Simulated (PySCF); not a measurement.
Excitation energy of V(2+) by level of theory

V(2+) [Ar] 3d3 (4F) → V(2+) [Ar] 3d2 4s1 (4F), as a difference of total energies. All numbers are calculated (PySCF 2.14, the spin-free X2C one-electron Hamiltonian (Gaussian nucleus), in x2c-TZVPPall with one added diffuse shell each of s, p, d, f type (7s6p5d3f1g, 80 functions)). Correlated levels: valence and next inner shell: [Ne] frozen. The calculations carry no spin-orbit coupling.

```tsv
method	excitation energy (eV)
UHF	5.165
MP2 (valence and next inner shell)	5.478
SCS-MP2 (valence and next inner shell)	5.368
CCSD (valence and next inner shell)	5.361
CCSD(T) (valence and next inner shell)	5.350
```

Question: How much does correlation contribute at CCSD(T) (valence and next inner shell)?

Answer: 5.350 − (5.165) = 0.185 eV, measured against UHF.
